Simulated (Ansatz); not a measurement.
Consider the substitution at a C–B bond: `CB(C)[SiH2]N` + `[SH][Zn][SH]` → `C[S][Zn][SH]` + `CB[SiH2]N`.

Computed with Ansatz on PBE0-D4/def2-TZVP structures; ΔE is electronic, products minus reactants. CBS: MP2 limit from def2 TZ/QZ plus the TZ coupled-cluster correction, frozen cores. Functionals use def2-TZVPP. HSE06 is defined as in plane-wave codes. For Zn outer-core shells are correlated without core-valence functions, which leaves a few kJ/mol of doubt a bond. Scalar relativity is left out up to krypton. One conformer a species, not always the lowest.

`CB(C)[SiH2]N`:

Cartesian coordinates in Å:
```
C 1.232 -1.044 0.623
B 0.135 -0.485 -0.339
C -0.156 -1.203 -1.697
Si -0.956 1.157 0.144
N -0.522 2.089 1.541
H 1.985 -1.673 0.140
H 0.685 -1.703 1.319
H 1.719 -0.296 1.252
H -1.152 -1.044 -2.116
H 0.551 -0.748 -2.410
H 0.073 -2.274 -1.692
H -0.936 2.111 -1.006
H -2.373 0.707 0.323
H -0.519 1.654 2.450
H 0.233 2.752 1.467
```

`[SH][Zn][SH]`:

```xyz
5

S     1.975    0.489    0.823
Zn    0.060    0.316   -0.164
S    -1.848    0.180   -1.171
H     2.299   -0.790    0.562
H    -2.487   -0.195   -0.049
```

`C[S][Zn][SH]`:

Cartesian coordinates in Å:
```
C 0.691 0.670 1.406
S 1.249 0.815 -0.324
Zn -0.360 -0.130 -1.409
S -1.979 -1.050 -2.513
H 1.469 1.128 2.017
H 0.582 -0.370 1.710
H -0.242 1.206 1.576
H -1.410 -2.267 -2.463
```

`CB[SiH2]N`:

```xyz
12

C     0.529    1.963   -0.619
B    -0.141    0.854    0.240
Si    0.075   -1.108   -0.156
N    -1.006   -2.064    0.791
H     0.974    1.647   -1.563
H     1.333    2.386    0.005
H    -0.148    2.805   -0.797
H    -0.754    1.206    1.215
H     1.535   -1.420    0.038
H    -0.187   -1.409   -1.594
H    -1.027   -3.066    0.694
H    -1.183   -1.794    1.745
```

**Question.** Is it downhill or uphill in electronic energy at CCSD(T)/CBS, and by how much? (Best estimate.)

**Answer.** Ansatz gave: Uphill: ΔE = +0.75 eV.

**Question.** What do these levels give: r2SCAN-D4, r2SCANh-D4, r2SCAN0-D4, HSE06-D4, BHLYP-D4, PBE, BHLYP, MP2/def2-SVP, CCSD/def2-TZVPP, CCSD(T)/def2-TZVPP, HF/def2-QZVPP, MP2/def2-QZVPP? (Best estimate.)

**Answer.** Ansatz gave: r2SCAN-D4 0.77, r2SCANh-D4 0.78, r2SCAN0-D4 0.78, HSE06-D4 0.76, BHLYP-D4 0.74, PBE 0.73, BHLYP 0.72, MP2/def2-SVP 0.80, CCSD/def2-TZVPP 0.77, CCSD(T)/def2-TZVPP 0.77, HF/def2-QZVPP 0.68, MP2/def2-QZVPP 0.75 eV.

Largest T1 diagnostic among the species: 0.014.

Leaving LDA and LC-ωPBE aside and taking each functional with its dispersion term where it has one, the values, not all of them listed here, spread over 0.10 eV, from BLYP-D4 to B97M-V. LDA lies +0.11 eV from PBE without D4. From BLYP to BHLYP (50 % exact exchange), in def2-TZVPP and without D4, ΔE moves by +0.05 eV.
